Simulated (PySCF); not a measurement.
## A run with a changed setting

The sound run of [Bi(H2O)6]3+ (singlet) uses PySCF 2.14.0, RKS r2SCAN, Bi def2-SVP with ECP60, O def2-SVP, H def2-SVP; non-relativistic Hamiltonian with scalar-relativistic core potentials where named; density fitting; no spin-orbit coupling, grid (50, 194), threshold 1e-8 and 55 cycles at the relaxed geometry. This run differs:

```python
mol = gto.M(atom='''
Bi    -0.00000     0.00000    -0.00000
O      0.00000     0.00000     2.42022
H      0.77940    -0.00010     3.01242
H     -0.77940     0.00010     3.01242
O     -0.00000    -0.00000    -2.42022
H      0.77940     0.00010    -3.01242
H     -0.77940    -0.00010    -3.01242
O      2.42038    -0.00000    -0.00000
H      3.01260    -0.77924    -0.00490
H      3.01260     0.77924     0.00490
O      0.00000     2.42033    -0.00000
H     -0.00364     3.01254     0.77934
H      0.00364     3.01254    -0.77934
O     -2.42038     0.00000     0.00000
H     -3.01260     0.77924    -0.00490
H     -3.01260    -0.77924     0.00490
O     -0.00000    -2.42033     0.00000
H      0.00364    -3.01254     0.77934
H     -0.00364    -3.01254    -0.77934''',
    basis={'Bi': 'def2-SVP', 'O': 'def2-SVP', 'H': 'def2-SVP'},
    ecp={'Bi': 'def2-SVP'},
    charge=3, spin=0)
mf = dft.RKS(mol, xc='R2SCAN')
mf.grids.atom_grid = (50, 194)
mf = mf.density_fit()  # fitting sets: Bi def2-universal-JKFIT, O def2-universal-JKFIT, H def2-universal-JKFIT
mf.conv_tol = 1e-08; mf.max_cycle = 93
mf.kernel(mf.get_init_guess(key='1e'))
mf.nuc_grad_method().kernel()
```

Task: What was changed, and how did it end?

Result: The start was changed to the bare core Hamiltonian. It converged in 15 cycles, 0.000 eV from the sound run, largest force component 0.00 eV/Å. The cycle limit differs too. No harm here: the result survives it.
```
init E= -620.181334525124
cycle= 1 E= -560.287780904086  delta_E= 59.9  |g|= 13.7  |ddm|= 39.6
cycle= 2 E= -603.020106091094  delta_E= -42.7  |g|= 11.4  |ddm|= 48.7
cycle= 3 E= -635.808737757179  delta_E= -32.8  |g|=  8.4  |ddm|= 33.7
cycle= 4 E= -639.95226683003  delta_E= -4.14  |g|= 7.25  |ddm|= 11.8
cycle= 5 E= -666.878329763984  delta_E= -26.9  |g|= 4.15  |ddm|= 7.88
...
cycle= 13 E= -671.671602500478  delta_E= -1.8e-05  |g|= 0.000896  |ddm|= 0.0105
cycle= 14 E= -671.671602679748  delta_E= -1.79e-07  |g|= 0.000157  |ddm|= 0.00083
cycle= 15 E= -671.671602684786  delta_E= -5.04e-09  |g|= 2.03e-05  |ddm|= 0.00017
Extra cycle  E= -671.671602684707  delta_E= 7.87e-11  |g|= 3.03e-05  |ddm|= 6.68e-05
converged SCF energy = -671.671602684707
```

Run from Python with OMP_NUM_THREADS=4; the lines above give its settings.
It took 16 s on 4 threads of Arm Neoverse V1, on a shared host.

No frequency check is given that shows the relaxed geometry to be a minimum.
